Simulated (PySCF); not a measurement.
C2H6F2Si. Atoms are numbered in the order given.

```xyz
11

C     -0.9623    -1.7557     0.0000
Si     0.7062    -0.8990     0.0000
C      0.3726     0.9970     0.0000
F     -0.3722     1.3162    -1.1085
F     -0.3722     1.3162     1.1085
H     -1.5362    -1.4582     0.8913
H     -0.8572    -2.8515     0.0000
H     -1.5362    -1.4582    -0.8913
H      1.5073    -1.2182    -1.2163
H      1.5073    -1.2182     1.2163
H      1.2648     1.6509     0.0000
```
Charge 0, spin multiplicity 1.

The structure is a stationary point at B3LYP-D3(BJ)/def2-SVP. The values are those of a single conformer.

Level of theory: PBE/def2-TZVP (PySCF).

ESP charges are fitted to the potential on shells at 1.4 to 2.0 van der Waals radii. Atomic charges (e):

| atom | ESP fit | meta-Löwdin | Mulliken |
|---|---|---|---|
| C1 | -0.60 | -0.59 | -0.48 |
| Si2 | 0.42 | 0.57 | 0.18 |
| C3 | 0.01 | 0.22 | 0.19 |
| F4 | -0.14 | -0.28 | -0.18 |
| F5 | -0.14 | -0.28 | -0.18 |
| H6 | 0.18 | 0.14 | 0.15 |
| H7 | 0.17 | 0.14 | 0.14 |
| H8 | 0.18 | 0.14 | 0.15 |
| H9 | -0.10 | -0.09 | -0.02 |
| H10 | -0.10 | -0.09 | -0.02 |
| H11 | 0.12 | 0.11 | 0.07 |

Give the Mayer and Wiberg (Löwdin basis) orders of the bonds. (The exact figures need the calculation; the answer reports its results.)


```tsv
bond	Mayer	Wiberg
C1–Si2	1.04	1.26
Si2–C3	0.95	1.06
C3–F4	1.06	1.72
C3–F5	1.06	1.72
C1–H6	0.94	0.90
C1–H7	0.94	0.90
C1–H8	0.94	0.90
Si2–H9	0.93	0.92
Si2–H10	0.93	0.92
C3–H11	0.94	0.89
```
